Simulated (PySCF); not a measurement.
Si(F)2(Br)(OH) (BrF₂HOSi), SMILES O[Si](F)(F)Br.

Geometry optimised at B3LYP-D3(BJ)/def2-SVP. The structure was generated by enumeration, and PubChem lists no compound with its InChIKey, so it may never have been made. The values are those of a single conformer.

Two levels are set side by side: TDA-PBE/def2-SVPD (PySCF) and TDA-M06-2X/def2-SVPD (PySCF). Vertical, same geometry. The lowest singlet is HOMO→LUMO 99 % with PBE and HOMO→LUMO 71 %, HOMO→LUMO+1 13 % with the other functional; states are paired by order. Differences are taken from unrounded values.

| quantity | TDA-M06-2X |
|---|---|
| lowest singlet excitation (eV) | 7.52 |
| lowest triplet excitation (TDA) (eV) | 7.09 |

### Question
What does TDA-PBE give, and how far is it from TDA-M06-2X? (An estimate is asked for; the answer gives what the named calculation found.)

### Answer

```
quantity                              TDA-PBE  TDA-PBE minus TDA-M06-2X
------------------------------------  -------  ------------------------
lowest singlet excitation (eV)           6.54                     -0.98
lowest triplet excitation (TDA) (eV)     6.23                     -0.86
```

A lower first singlet is the usual sign of a functional without exact exchange. Differences between two approximate levels are no errors against the true value.

Rough cost on one machine, each run with all the roots and properties that it gave: TDA-M06-2X against TDA-PBE about 6 times.
